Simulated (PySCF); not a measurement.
**Relaxation of singlet [InBr2]+**

These are results of PBE0 in PySCF with In def2-TZVP with ECP28, Br def2-TZVP; scalar-relativistic core potentials, no spin–orbit coupling; density-fitted integrals, not measurements. A (50,194) grid was used.

A hand-made bent start, of C2v symmetry, held to at least that symmetry:

Coordinates in bohr (charge 1 multiplicity 1):
```
In    0.0000    0.0000   -1.5737
Br    3.8836    0.0000    1.1456
Br   -3.8836    0.0000    1.1456
```

Optimiser trace:
| step | E − E(last) (kJ/mol) | largest gradient (Eh/bohr) |
| --- | --- | --- |
| 0 | 117.06 | 0.04531 |
| 1 | 78.25 | 0.03143 |
| 2 | 35.64 | 0.01461 |
| 3 | 12.51 | 0.01278 |
| 4 | 4.76 | 0.01146 |
| 5 | 0.50 | 0.00194 |
| 6 | 0.05 | 0.00140 |
| 7 | 0.00 | 0.00010 |
| 8 | 0.00 | 0.00000 |

It ends at D∞h with In–Br 2.345 Å (×2); Br–In–Br 180.0°. A frequency run shows a minimum.

Final geometry:
Z-matrix (Å, degrees; charge 1 multiplicity 1):
```
In
Br 1 2.3455
Br 1 2.3455 2 180.00
```

The relaxation took about 110 core-seconds on a shared host.
